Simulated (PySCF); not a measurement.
CH6AlO (calculated)

All values are calculated (PySCF 2.14.0). Calculation on a computer-drawn molecule: the log of a Hartree-Fock and frozen-core CCSD(T) single point meant for a local Hartree-Fock minimum, with one planted fault or none, to be diagnosed. Offsets are logged minus clean, where the clean run is the same molecule without the fault. The reference is restricted for singlets and unrestricted otherwise, and also for a bond in bohr or an excited solution. Adding or removing an electron swaps singlet and doublet. The excited solution moves the top pair (singlet) or top alpha electron (doublet) to the lowest empty orbital. Highest occupied and lowest empty are orbital energies over both spins, largest force is the largest gradient component, triples share is (T) over the correlation energy, the T1 limit is 0.02 restricted and 0.045 unrestricted, electrons count all cores, a negative frequency is imaginary (commonest isotopes), and the dipole is about the centre of nuclear charge.

```xyz
9
formula=CH6AlO meant_charge=-1 meant_multiplicity=1 meant_basis=aug-cc-pV(D+d)Z logged_electrons=33 logged_basis_functions=132 logged_SCF_converged=yes logged_spin_squared=0.7814 logged_highest_occupied=-10.419 logged_lowest_empty=-2.964 logged_largest_force=0.063523 logged_T1_diagnostic=0.087069 logged_D1_diagnostic=0.52921 logged_triples_share=0.034304 logged_CC_converged=yes logged_dipole_magnitude=3.5183 logged_SCF_stable_within_its_kind=yes logged_energy_HF=-358.05341 logged_energy_CCSD(T)=-358.55221 possible_faults=no_fault,one_electron_removed,one_electron_added,multiplicity_raised_by_two,geometry_at_a_saddle_point,SCF_held_on_an_excited_solution,minimal_basis_STO-3G,one_bond_length_entered_in_bohr,all_coordinates_scaled planted_fault=one_electron_removed HF_energy_offset_from_clean_run=93.36 CCSD(T)_energy_offset_from_clean_run=101.1
C     -0.4131    -1.0613    -0.6870
O     -1.4490    -0.1864    -0.4797
Al    -1.2612     1.5656    -0.2238
H      0.1685    -0.8250    -1.5921
H      0.3004    -1.0825     0.1521
H     -0.7902    -2.0870    -0.8098
H     -2.7539     2.2027    -0.0260
H     -0.5070     2.2275    -1.5313
H     -0.3301     1.8225     1.1117
```

Units: logged_highest_occupied, logged_lowest_empty in eV; logged_largest_force in hartree/bohr; logged_dipole_magnitude in debye; logged_energy_HF, logged_energy_CCSD(T) in hartree; HF_energy_offset_from_clean_run, CCSD(T)_energy_offset_from_clean_run in kcal/mol.

Drawn bonds:
```csv
atom,other atom,order
1,2,1
2,3,1
1,4,1
1,5,1
1,6,1
3,7,1
3,8,1
3,9,1
```

Notes: T1 above single-reference limit.
